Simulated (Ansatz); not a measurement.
CH6BInOSi. Total charge 0; spin multiplicity 1. In takes the def2 core potential. The bonds changed during the relaxation, so this is another structure than the one it started from. The geometry is a stationary point of PBE0-D4/def2-TZVP.

```xyz
11

B     1.242   -0.020   -0.472
C    -0.275    0.101   -0.023
Si   -0.866   -0.433    1.735
O    -1.140    0.531   -0.815
In    0.545    0.697   -2.514
H     1.960    0.792    0.061
H     1.695   -1.139   -0.469
H    -0.933   -1.919    1.733
H     0.124    0.006    2.751
H    -2.205    0.137    2.029
H    -0.148    1.246   -4.017
```

Task: What is the dipole moment at B3LYP/def2-TZVPP? (An estimate is asked.)

Result: Computed: 1.23 D, with components (0.32, 0.26, -1.16) D in this frame, pointing from negative to positive charge.

Task: And with PBE, r2SCAN, ωB97M-V? (Estimate.)

Result: Computed: PBE 1.40 D, r2SCAN 1.35 D, ωB97M-V 1.39 D.

Task: Give the Mulliken charges with B3LYP, r2SCAN, ωB97M-V in def2-TZVPP. (An estimate is asked.)

Result: Computed: 
```json
{"atom": "B1", "B3LYP": "-0.34", "r2SCAN": "-0.29", "ωB97M-V": "-0.47"}
{"atom": "C2", "B3LYP": "0.19", "r2SCAN": "0.20", "ωB97M-V": "0.20"}
{"atom": "Si3", "B3LYP": "0.27", "r2SCAN": "0.27", "ωB97M-V": "0.18"}
{"atom": "O4", "B3LYP": "-0.36", "r2SCAN": "-0.37", "ωB97M-V": "-0.36"}
{"atom": "In5", "B3LYP": "0.47", "r2SCAN": "0.48", "ωB97M-V": "0.39"}
{"atom": "H6", "B3LYP": "0.04", "r2SCAN": "0.02", "ωB97M-V": "0.11"}
{"atom": "H7", "B3LYP": "0.04", "r2SCAN": "0.02", "ωB97M-V": "0.10"}
{"atom": "H8", "B3LYP": "-0.05", "r2SCAN": "-0.06", "ωB97M-V": "-0.02"}
{"atom": "H9", "B3LYP": "-0.05", "r2SCAN": "-0.06", "ωB97M-V": "-0.01"}
{"atom": "H10", "B3LYP": "-0.06", "r2SCAN": "-0.06", "ωB97M-V": "-0.02"}
{"atom": "H11", "B3LYP": "-0.15", "r2SCAN": "-0.14", "ωB97M-V": "-0.09"}
```

B3LYP here is the variant with VWN-RPA as its local correlation; programs differ in this.
